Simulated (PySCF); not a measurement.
Assigning NMR signals

Atoms are numbered as in `[OH:1][B:2]([OH:3])[CH:4]1[CH2:5][CH2:6][CH2:7][CH2:8][CH2:9]1`; H(Xn) means a hydrogen on atom n. Ha(C5), Ha(C6), Ha(C7), Ha(C8), Ha(C9) are cis to B2 on the ring; Hb(C5), Hb(C6), Hb(C7), Hb(C8), Hb(C9) are trans to B2 on the ring.

Equivalent nuclei averaged, gas phase, a single conformation, non-relativistic. GIAO B3LYP/pcSseg-1 shieldings; coordinates at the PBE0-D3(BJ)/def2-SVP level; PySCF 2.14.

Referencing at the same level of theory: 13C, 1H vs TMS.

Q: Assign these signals to the numbered atoms. 13C{1H} NMR (computed): δ 32.1, 31.3, 30.7, 28.0.

A: 
| δ (ppm) | atoms | environment | reason |
| --- | --- | --- | --- |
| 32.1 | C5/C9 | sp3 CH2 in a ring | aliphatic region, no heteroatom directly attached |
| 31.3 | C6/C8 | sp3 CH2 in a ring | – |
| 30.7 | C7 | sp3 CH2 in a ring | – |
| 28.0 | C4 | sp3 CH bonded to B | – |

C5/C9 and C6/C8; C6/C8 and C7 lie closer than the usual error of such a calculation, so a measured spectrum could show them in the other order.

Q: Assign these signals to the numbered atoms. 1H NMR (400 MHz, computed): δ 2.64 (br s, 2H), 1.58 (m, 2H), 1.57 (m, 1H), 1.42 (m, 2H), 1.24 (m, 2H), 1.21 (m, 1H), 1.15 (m, 2H), 0.66 (m, 1H).

A: 
```tsv
δ (ppm)	atoms	environment	reason
2.64	H(O1)/H(O3)	hydrogen on an oxygen bonded to B	exchangeable, gas-phase position
1.58	Ha(C6)/Ha(C8)	hydrogen on an sp3 CH2 in a ring	far from electronegative atoms and π systems
1.57	Hb(C7)	hydrogen on an sp3 CH2 in a ring	–
1.42	Hb(C5)/Hb(C9)	hydrogen on an sp3 CH2 in a ring	–
1.24	Ha(C5)/Ha(C9)	hydrogen on an sp3 CH2 in a ring	–
1.21	Ha(C7)	hydrogen on an sp3 CH2 in a ring	far from electronegative atoms and π systems
1.15	Hb(C6)/Hb(C8)	hydrogen on an sp3 CH2 in a ring	–
0.66	H(C4)	hydrogen on an sp3 CH bonded to B	–
```

Ha(C6)/Ha(C8) and Hb(C7); Ha(C5)/Ha(C9) and Ha(C7); Ha(C7) and Hb(C6)/Hb(C8) lie closer than the usual error of such a calculation, so a measured spectrum could show them in the other order.

OH and NH positions are those of a molecule without intermolecular hydrogen bonds; in solution they move with solvent, concentration and temperature, and exchange usually removes their couplings. A carbon bonded to boron is broadened by the quadrupolar boron nucleus and is often missing from a measured spectrum. Shifts are as computed. Against solution values, carbons near 30 ppm lie about +2 ppm off and those near 130 ppm about +6 ppm. Of 1309 compounds with measured shifts, 239 miss one by over three times the rms of a fit or turn the order of signals round; such compounds aren't used in these exercises. No couplings were computed; multiplicities are counted from neighbouring protons, with m where these are inequivalent, close in shift, in a saturated or five-membered ring or joined by F or P, and br s for small geminal =CH2 splittings.
